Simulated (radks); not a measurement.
The tantalum ion Ta+, configuration [Xe] 4f14 5d3 6s1 (the NIST ground configuration).

Method: Dirac Kohn-Sham, PBEsol, spin-unpolarised, spherical densities, finite nucleus; open shells fill j = l - 1/2 first; Fermi nuclear charge, rms radius 5.3507 fm; computed with a radial shooting solver on a logarithmic mesh with Libxc functionals.

Energy parts (hartree):
| part | energy |
|---|---|
| total | -15618.6665 |
| kinetic | 17523.9587 |
| electron-nucleus | -38934.8511 |
| Hartree | 6104.6601 |
| exchange-correlation | -312.4342 |

Orbitals (lengths in bohr, moments of r in powers of bohr; <r^-3> diverges for s and p1/2):
| orbital | occ. | eigenvalue (hartree) | <r> | <r^-3> | <r^2> |
|---|---|---|---|---|---|
| 1s1/2 | 2 | -2470.872 | 0.01867 | - | 0.0004791 |
| 2s1/2 | 2 | -424.4829 | 0.07837 | - | 0.007322 |
| 2p1/2 | 2 | -405.8083 | 0.06488 | - | 0.005235 |
| 2p3/2 | 4 | -359.1586 | 0.07272 | 15570 | 0.006438 |
| 3s1/2 | 2 | -97.42096 | 0.2044 | - | 0.04790 |
| 3p1/2 | 2 | -89.09727 | 0.1943 | - | 0.04400 |
| 3p3/2 | 4 | -79.05594 | 0.2089 | 3500 | 0.05063 |
| 3d3/2 | 4 | -64.95692 | 0.1830 | 604.0 | 0.03933 |
| 3d5/2 | 6 | -62.76890 | 0.1875 | 516.1 | 0.04116 |
| 4s1/2 | 2 | -20.04778 | 0.4588 | - | 0.2379 |
| 4p1/2 | 2 | -16.61392 | 0.4645 | - | 0.2459 |
| 4p3/2 | 4 | -14.29853 | 0.4977 | 807.1 | 0.2820 |
| 4d3/2 | 4 | -8.64636 | 0.5166 | 121.4 | 0.3097 |
| 4d5/2 | 6 | -8.22096 | 0.5281 | 101.6 | 0.3235 |
| 5s1/2 | 2 | -2.92777 | 1.102 | - | 1.366 |
| 5p1/2 | 2 | -1.93319 | 1.221 | - | 1.694 |
| 5p3/2 | 4 | -1.61154 | 1.329 | 109.7 | 2.007 |
| 4f5/2 | 6 | -1.19706 | 0.6343 | 17.77 | 0.5121 |
| 4f7/2 | 8 | -1.12421 | 0.6453 | 16.92 | 0.5315 |
| 6s1/2 | 1 | -0.42433 | 3.071 | - | 10.63 |
| 5d3/2 | 3 | -0.39341 | 2.071 | 6.913 | 5.142 |
| 5d5/2 | 0 | -0.37018 | 2.149 | 5.542 | 5.543 |

The highest occupied level is 5d3/2 at -10.705 eV. The density falls to 0.001 e/bohr^3 at r = 4.36 bohr. The electron density at the nucleus is 1.311e+06 e/bohr^3. For comparison, the ionisation energy in NIST's Atomic Spectra Database is 16.2 eV (semi-empirical). In exact Kohn-Sham theory the highest level is minus the ionisation energy, but local and semilocal functionals leave it too shallow, through self-interaction and a potential that decays too fast; potentials with the right tail come closer.

Beside tabulated values, note that spin-unpolarised runs miss the spin-polarisation part of the exchange energy of open shells.
